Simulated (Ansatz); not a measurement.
A nudged elastic band was laid between two geometries of C3H9FGe (14 atoms, charge 0, multiplicity 1).

The calculation used Ansatz, RHF/def2-SVP.

```json
{
 "movable images": "9",
 "climbing image": "yes",
 "spring": "5.0 eV/Å²",
 "optimiser": "quadratic models (default)",
 "start path": "through a guess of the saddle point",
 "force threshold": "0.05 eV/Å",
 "iteration limit": "46",
 "end points": "relaxed"
}
```

Initial state:

```xyz
14
Properties=species:S:1:pos:R:3
C -1.589 -0.248 1.269
Ge 0.352 -0.455 1.102
C 1.017 0.563 -0.470
C 0.488 0.121 -1.819
F 0.652 1.883 -0.268
H -1.850 0.811 1.298
H -2.106 -0.710 0.426
H -1.946 -0.718 2.187
H 0.731 -1.938 0.926
H 1.059 0.091 2.352
H 2.108 0.539 -0.480
H 0.864 0.779 -2.605
H -0.602 0.152 -1.849
H 0.810 -0.898 -2.041
```

Final state:

```xyz
14
Properties=species:S:1:pos:R:3
C -1.555 -0.371 1.281
Ge 0.395 -0.431 1.098
C 0.966 0.640 -0.477
C 0.462 0.162 -1.822
F 0.500 1.927 -0.267
H -1.893 0.665 1.319
H -2.043 -0.864 0.439
H -1.868 -0.872 2.198
H 0.884 -1.880 0.914
H 1.070 0.163 2.344
H 2.055 0.703 -0.496
H 0.862 -0.828 -2.050
H 0.779 0.849 -2.609
H -0.627 0.107 -1.843
```

**Question.** What changes between the two ends?

**Answer.** No bond is made or broken. The dihedral Ge2–C3–C4–H14 goes from -64 to 57°. The two ends are copies of one structure, up to a mirror image or an exchange of like atoms.

**Question.** Give the energies along the band, and the barrier.

**Answer.** The run converged. The highest image is number 5 of 0 to 10, 0.159 eV above the ends, which have the same energy within 2 meV. A vibrational analysis at the climbing image gives one clearly imaginary mode, 253i cm⁻¹: a first-order saddle point.

| image | path coordinate (Å) | energy (eV) | dihedral Ge2–C3–C4–H14 (°) |
| --- | --- | --- | --- |
| 0 | 0.00 | 0.000 | -64 |
| 1 | 0.38 | 0.007 | -56 |
| 2 | 0.75 | 0.037 | -44 |
| 3 | 1.13 | 0.090 | -30 |
| 4 | 1.51 | 0.139 | -16 |
| 5 | 1.89 | 0.159 | -3 |
| 6 | 2.28 | 0.138 | 11 |
| 7 | 2.67 | 0.086 | 25 |
| 8 | 3.06 | 0.034 | 38 |
| 9 | 3.45 | 0.005 | 51 |
| 10 | 3.84 | 0.000 | 57 |

**Question.** What is the geometry of the highest image?

**Answer.** 
```xyz
14
Properties=species:S:1:pos:R:3:forces:R:3
C -1.552 -0.352 1.281 0.01 0.00 0.00
Ge 0.398 -0.427 1.107 -0.01 0.00 0.00
C 0.970 0.636 -0.470 0.00 -0.01 -0.01
C 0.466 0.136 -1.827 0.00 0.00 0.01
F 0.500 1.922 -0.258 0.00 0.01 0.00
H -1.878 0.686 1.350 0.00 0.00 0.00
H -2.040 -0.811 0.419 0.00 0.00 0.00
H -1.878 -0.879 2.179 0.00 0.00 0.00
H 0.876 -1.878 0.912 0.00 0.00 0.00
H 1.072 0.155 2.360 0.00 0.00 0.00
H 2.057 0.711 -0.480 0.00 0.00 0.00
H 1.286 -0.043 -2.524 0.00 0.00 0.00
H -0.179 0.901 -2.258 0.00 0.00 0.00
H -0.113 -0.787 -1.761 0.00 0.00 0.00
```

**Question.** What are the harmonic wavenumbers there?

**Answer.** 253i, 68, 124, 138, 228, 303, 489, 505, 605, 635, 681, 772, 912, 927, 956, 988, 1092, 1146, 1210, 1378, 1388, 1457, 1528, 1561, 1563, 1586, 1602, 2209, 2235, 3182, 3184, 3233, 3261, 3279, 3286, 3287 cm⁻¹.

The band took 6 iterations and about 4 core-minutes.

Run time: 2.3 min on 2 threads of Arm Neoverse V2, with other jobs on the host, peak memory 0.37 GiB.
